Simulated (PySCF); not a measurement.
## Radial density of Bi (bismuth, neutral)

BLYP, [Xe] 4f14 5d10 6s2 6p3, high-spin 4S determinant. Calculation: PySCF 2.14, in aug-cc-pV5Z-PP with ECP60MDF (8s8p6d4f3g2h, 139 functions); scalar relativity through the core potential. This is the valence pseudo-density: the core potential removes the inner electrons and smooths the orbitals near the nucleus.

```
r (bohr)  4πr²ρ (e/bohr)  4πr²(ρα − ρβ)
 0.00793       1.683e-05         0.0000
  0.0133       3.747e-05         0.0000
  0.0224       7.131e-05         0.0000
  0.0377       0.0001122         0.0000
  0.0635       0.0001658         0.0000
   0.107       0.0005241         0.0000
   0.180        0.005476         0.0001
   0.302          0.1421         0.0021
   0.508           4.661         0.0745
   0.855           21.76         0.1419
    1.44           9.743         0.2273
    2.42           2.779         1.2671
    4.07          0.5848         0.4992
    6.84         0.02846         0.0280
    11.5       0.0001218         0.0001
```

Energies and moments cover only the electrons outside the core potential. Spin-orbit coupling, which splits the p, d and f shells strongly at this Z, is absent. Spin-orbit coupling is strong in this species (close to jj coupling), so the high-spin LS determinant is a model state, not a physical level.
